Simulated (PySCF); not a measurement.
HBeF (SMILES [BeH][F]), singlet, at a GFN2-xTB geometry (such geometries of metal compounds can be far from the true shape), atoms displaced at random by about 0.08 Å a coordinate; PBE/6-31G, gradient (PySCF).

The PySCF input:
```python
from pyscf import gto, scf, dft

mol = gto.Mole()
mol.atom = '''
    Be   -0.008333    0.014845   -0.832510
    H     0.028551    0.037122   -1.991101
    F     0.092761   -0.066255    0.539142
'''
mol.basis = '6-31g'
mol.charge = 0
mol.spin = 0
mol.verbose = 4
mol.build()

mf = dft.RKS(mol)
mf.xc = 'pbe'
mf.conv_tol = 1e-4
mf.kernel()
g = mf.nuc_grad_method()
grad = g.kernel()
```

The log (banner, timings and long lists left out):

```
PySCF version 2.14.0

[INPUT] verbose = 4
[INPUT] num. atoms = 3
[INPUT] num. electrons = 14
[INPUT] charge = 0
[INPUT] spin (= nelec alpha-beta = 2S) = 0
[INPUT] symmetry False subgroup None
[INPUT] Mole.unit = angstrom
[INPUT] Symbol           X                Y                Z      unit          X                Y                Z       unit  Magmom
[INPUT]  1 Be    -0.008333000000   0.014845000000  -0.832510000000 AA   -0.015747087796   0.028052984319  -1.573215895962 Bohr   0.0
[INPUT]  2 H      0.028551000000   0.037122000000  -1.991101000000 AA    0.053953570582   0.070150413196  -3.762635576348 Bohr   0.0
[INPUT]  3 F      0.092761000000  -0.066255000000   0.539142000000 AA    0.175292885041  -0.125203804383   1.018830722250 Bohr   0.0

nuclear repulsion = 17.53285340699
number of shells = 12
number of NR pGTOs = 48
number of NR cGTOs = 20
basis = 6-31g
ecp = {}

******** <class 'pyscf.dft.rks.RKS'> ********
method = RKS
initial guess = minao
damping factor = 0
level_shift factor = 0
DIIS = <class 'pyscf.scf.diis.CDIIS'>
diis_start_cycle = 1
diis_space = 8
diis_damp = 0
SCF conv_tol = 0.0001
SCF conv_tol_grad = None
SCF max_cycles = 50
direct_scf = True
direct_scf_tol = 1e-13
XC library pyscf.dft.libxc version 7.1.2
    S. Lehtola, C. Steigemann, M. J. T. Oliveira, and M. A. L. Marques,  SoftwareX 7, 1–5 (2018)
XC functionals = pbe
    J. P. Perdew, K. Burke, and M. Ernzerhof,  Phys. Rev. Lett. 77, 3865 (1996)
    J. P. Perdew, K. Burke, and M. Ernzerhof,  Phys. Rev. Lett. 78, 1396 (1997)
    J. P. Perdew, K. Burke, and M. Ernzerhof,  Phys. Rev. Lett. 77, 3865 (1996)
    J. P. Perdew, K. Burke, and M. Ernzerhof,  Phys. Rev. Lett. 78, 1396 (1997)
radial grids:
    Treutler-Ahlrichs [JCP 102, 346 (1995); DOI:10.1063/1.469408] (M4) radial grids

becke partition: Becke, JCP 88, 2547 (1988); DOI:10.1063/1.454033
pruning grids: <function nwchem_prune>
grids dens level: 3
symmetrized grids: False
atomic radii adjust function: <function treutler_atomic_radii_adjust>
small_rho_cutoff = 0
Set gradient conv threshold to 0.01
Initial guess from minao.
tot grids = 37792
init E= -115.040627395513
  HOMO = -0.390774462027288  LUMO = -0.0604503525382121  gap/eV = 8.98858
cycle= 1 E= -115.010778070238  delta_E= 0.0298  |g|= 0.635  |ddm|= 1.68
  HOMO = -0.192138402033634  LUMO = 0.0196130826877687  gap/eV = 5.76205
cycle= 2 E= -114.463318412095  delta_E= 0.547  |g|= 1.88  |ddm|= 1.28
  HOMO = -0.285261287283697  LUMO = -0.00952183059224376  gap/eV = 7.50325
cycle= 3 E= -115.081392849268  delta_E= -0.618  |g|= 0.0639  |ddm|= 0.997
  HOMO = -0.325030751745791  LUMO = -0.018609216866678  gap/eV = 8.33815
cycle= 4 E= -115.083215467921  delta_E= -0.00182  |g|= 0.0315  |ddm|= 0.149
  HOMO = -0.316344225225309  LUMO = -0.0172660631289161  gap/eV = 8.13833
cycle= 5 E= -115.08347860884  delta_E= -0.000263  |g|= 0.00639  |ddm|= 0.032
  HOMO = -0.315982470750928  LUMO = -0.0170900028536392  gap/eV = 8.13328
cycle= 6 E= -115.083487087277  delta_E= -8.48e-06  |g|= 0.000566  |ddm|= 0.00436
  HOMO = -0.315989652741703  LUMO = -0.0171816493510457  gap/eV = 8.13098
Extra cycle  E= -115.083486889271  delta_E= 1.98e-07  |g|= 0.00123  |ddm|= 0.00104
converged SCF energy = -115.083486889271

******** <class 'pyscf.grad.rks.Gradients'> for <class 'pyscf.dft.rks.RKS'> ********
unit = Eh/Bohr
grid_response = False
--------------- RKS gradients ---------------
         x                y                z
0 Be     0.0004165668     0.0015137058    -0.0534506196
1 H    -0.0004055308    -0.0022567623     0.0770880163
2 F    -0.0000312389     0.0008043038    -0.0235222047
----------------------------------------------
```
